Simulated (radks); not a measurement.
Values are calculated unless marked as measured or tabulated.
W4+, configuration [Xe] 4f14 5d2 (the NIST ground configuration). Code: a radial shooting solver on a logarithmic mesh with Libxc functionals. Model: Dirac Kohn-Sham, BLYP, spin-unpolarised, spherical densities, point nucleus; open shells fill j = l - 1/2 first.

Unscreened Slater integrals over Kohn-Sham orbitals (eV). Large and small components are both included. Empty in this configuration: 5d5/2.

\begin{tabular}{lr}
integral & value \\ \hline
F0(5d3/2,5d3/2) & 14.847 \\
F2(5d3/2,5d3/2) & 7.8319 \\
F0(5d3/2,4f7/2) & 18.931 \\
F2(5d3/2,4f7/2) & 4.6721 \\
G3(5d3/2,4f7/2) & 1.6237 \\
G5(5d3/2,4f7/2) & 1.2646 \\
F0(5d3/2,4f5/2) & 18.962 \\
F2(5d3/2,4f5/2) & 4.6056 \\
G1(5d3/2,4f5/2) & 1.7990 \\
G3(5d3/2,4f5/2) & 1.5762 \\
F0(5d3/2,5p3/2) & 16.666 \\
F2(5d3/2,5p3/2) & 8.4177 \\
G1(5d3/2,5p3/2) & 10.271 \\
G3(5d3/2,5p3/2) & 6.3647 \\
F0(5d3/2,5d5/2) & 14.671 \\
F2(5d3/2,5d5/2) & 7.7391 \\
G2(5d3/2,5d5/2) & 7.7323 \\
G4(5d3/2,5d5/2) & 5.1467 \\
F0(4f7/2,4f7/2) & 41.184 \\
F2(4f7/2,4f7/2) & 19.883 \\
F4(4f7/2,4f7/2) & 12.538 \\
F6(4f7/2,4f7/2) & 9.0381 \\
F0(4f7/2,4f5/2) & 41.491 \\
F2(4f7/2,4f5/2) & 20.035 \\
F4(4f7/2,4f5/2) & 12.635 \\
G2(4f7/2,4f5/2) & 19.958 \\
G4(4f7/2,4f5/2) & 12.588 \\
G6(4f7/2,4f5/2) & 9.0755 \\
F0(4f7/2,5p3/2) & 23.907 \\
F2(4f7/2,5p3/2) & 7.5917 \\
G2(4f7/2,5p3/2) & 3.3016 \\
G4(4f7/2,5p3/2) & 2.6772 \\
F0(4f7/2,5d5/2) & 18.529 \\
F2(4f7/2,5d5/2) & 4.4586 \\
F4(4f7/2,5d5/2) & 2.1218 \\
G1(4f7/2,5d5/2) & 1.7271 \\
G3(4f7/2,5d5/2) & 1.5177 \\
G5(4f7/2,5d5/2) & 1.1859 \\
F0(4f5/2,4f5/2) & 41.803 \\
F2(4f5/2,4f5/2) & 20.194 \\
F4(4f5/2,4f5/2) & 12.737 \\
F0(4f5/2,5p3/2) & 23.965 \\
F2(4f5/2,5p3/2) & 7.5092 \\
G2(4f5/2,5p3/2) & 3.1988 \\
G4(4f5/2,5p3/2) & 2.6065 \\
F0(4f5/2,5d5/2) & 18.558 \\
F2(4f5/2,5d5/2) & 4.3942 \\
F4(4f5/2,5d5/2) & 2.0774 \\
G1(4f5/2,5d5/2) & 1.6576 \\
G3(4f5/2,5d5/2) & 1.4697 \\
G5(4f5/2,5d5/2) & 1.1512 \\
F0(5p3/2,5p3/2) & 19.549 \\
F2(5p3/2,5p3/2) & 10.571 \\
F0(5p3/2,5d5/2) & 16.402 \\
F2(5p3/2,5d5/2) & 8.1938 \\
G1(5p3/2,5d5/2) & 9.8556 \\
G3(5p3/2,5d5/2) & 6.1100 \\
F0(5d5/2,5d5/2) & 14.503 \\
F2(5d5/2,5d5/2) & 7.6581 \\
F4(5d5/2,5d5/2) & 5.0974 \\
\end{tabular}
